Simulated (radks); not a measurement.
All-electron atom: the tin ion Sn+ in [Kr] 4d10 5s2 7p1 (not the ground configuration). Method: Dirac Kohn-Sham, PBE, spin-unpolarised, spherical densities, point nucleus; open shells are shared between the two j in proportion to 2j + 1; computed with a radial shooting solver on a logarithmic mesh with Libxc functionals.

Radial electron density D(r) = 4 pi r^2 rho(r):

| r (bohr) | D(r) (e/bohr) |
|---|---|
| 0.004515 | 18.40 |
| 0.005299 | 22.91 |
| 0.006268 | 28.44 |
| 0.007415 | 34.69 |
| 0.008771 | 41.45 |
| 0.01038 | 48.36 |
| 0.01227 | 54.87 |
| 0.0144 | 60.09 |
| 0.01704 | 63.85 |
| 0.02016 | 65.30 |
| 0.02384 | 64.33 |
| 0.0282 | 61.50 |
| 0.03336 | 58.18 |
| 0.03947 | 56.34 |
| 0.04632 | 57.70 |
| 0.05479 | 63.14 |
| 0.06481 | 71.47 |
| 0.07667 | 79.29 |
| 0.09069 | 82.39 |
| 0.1073 | 78.35 |
| 0.1259 | 69.39 |
| 0.1489 | 60.10 |
| 0.1762 | 56.95 |
| 0.2084 | 61.21 |
| 0.2465 | 67.06 |
| 0.2916 | 65.89 |
| 0.3422 | 54.92 |
| 0.4048 | 37.96 |
| 0.4789 | 24.70 |
| 0.5665 | 20.34 |
| 0.6701 | 22.13 |
| 0.7927 | 23.53 |
| 0.9303 | 21.13 |
| 1.1 | 15.67 |
| 1.302 | 10.01 |
| 1.54 | 5.905 |
| 1.822 | 3.451 |
| 2.155 | 2.030 |
| 2.549 | 1.129 |
| 2.991 | 0.5673 |
| 3.539 | 0.2361 |
| 4.186 | 0.1052 |
| 4.952 | 0.07066 |
| 5.858 | 0.04490 |
| 6.929 | 0.009773 |
| 8.131 | 0.003606 |
| 9.619 | 0.05419 |
| 11.38 | 0.1238 |
| 13.46 | 0.1275 |
| 15.92 | 0.06205 |
| 18.84 | 0.01601 |
| 22.1 | 0.002388 |
| 26.15 | 0.0001611 |

D(r) has 5 maxima, at r = 0.0205, 0.0900, 0.263, 0.780, 12.5 bohr, and minima at 0.0401, 0.173, 0.571 bohr, inside which lie 2.03, 11.22, 29.00 electrons.
